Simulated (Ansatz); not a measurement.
Geometry optimisation, RKS BLYP/def2-SVP (Ansatz).

Input file:

```yaml
crystal:
  periodic: [false, false, false]
  atoms:
    - { symbol: Li, position_ang: [1.31928, -2.30004, -3.48901] }
    - { symbol: Mg, position_ang: [0.95316, -0.7675, -1.47227] }
    - { symbol: C, position_ang: [0.77579, 0.61385, 0.24322] }
    - { symbol: Si, position_ang: [-0.93577, 0.21539, 0.82262] }
    - { symbol: H, position_ang: [1.50273, 0.43981, 1.05122] }
    - { symbol: H, position_ang: [0.84961, 1.67957, -0.02246] }
    - { symbol: H, position_ang: [-1.30256, 1.10128, 1.98156] }
    - { symbol: H, position_ang: [-1.92789, 0.52467, -0.2639] }
    - { symbol: H, position_ang: [-1.2747, -1.15839, 1.2696] }
basis:
  gaussian: { orbitals: def2-SVP }
hamiltonian:
  xc: blyp
relax:
  f_tol: 0.015
  max_steps: 40
output:
  orbitals: {}
```

Command:

```bash
$ ansatz run input.yaml --threads 1 --pin off --max-ram 2048MiB --backend cpu --events-out ev --progress --plain --runs-dir out
```

**Question.** Where does it end, and by what steps?

**Answer.** It converged. After 7 steps the energy has fallen by 0.243 eV; Li1 moved furthest, 0.42 Å. Parted: Mg2–Si4.

```json
{"step": "0", "energy less start (eV)": "0.0000", "largest force component (eV/Å)": "1.166", "accepted": "yes"}
{"step": "1", "energy less start (eV)": "-0.2212", "largest force component (eV/Å)": "0.165", "accepted": "yes"}
{"step": "2", "energy less start (eV)": "-0.2323", "largest force component (eV/Å)": "0.077", "accepted": "yes"}
{"step": "3", "energy less start (eV)": "-0.2361", "largest force component (eV/Å)": "0.048", "accepted": "yes"}
{"step": "4", "energy less start (eV)": "-0.2411", "largest force component (eV/Å)": "0.052", "accepted": "yes"}
{"step": "5", "energy less start (eV)": "-0.2421", "largest force component (eV/Å)": "0.029", "accepted": "yes"}
{"step": "6", "energy less start (eV)": "-0.2425", "largest force component (eV/Å)": "0.022", "accepted": "yes"}
{"step": "7", "energy less start (eV)": "-0.2426", "largest force component (eV/Å)": "0.002", "accepted": "yes"}
```

```xyz
9
Properties=species:S:1:pos:R:3
Li 1.664 -2.356 -3.727
Mg 1.083 -0.764 -1.534
C 0.672 0.497 0.171
Si -1.031 0.338 0.939
H 1.445 0.278 0.944
H 0.834 1.553 -0.148
H -1.311 1.231 2.127
H -2.114 0.644 -0.069
H -1.283 -1.073 1.416
```

Run time: 33 s on 1 thread of Intel(R) Xeon(R) Platinum 8259CL CPU @ 2.50GHz (Skylake/Cascade Lake), with other jobs on the host, peak memory 0.17 GiB.
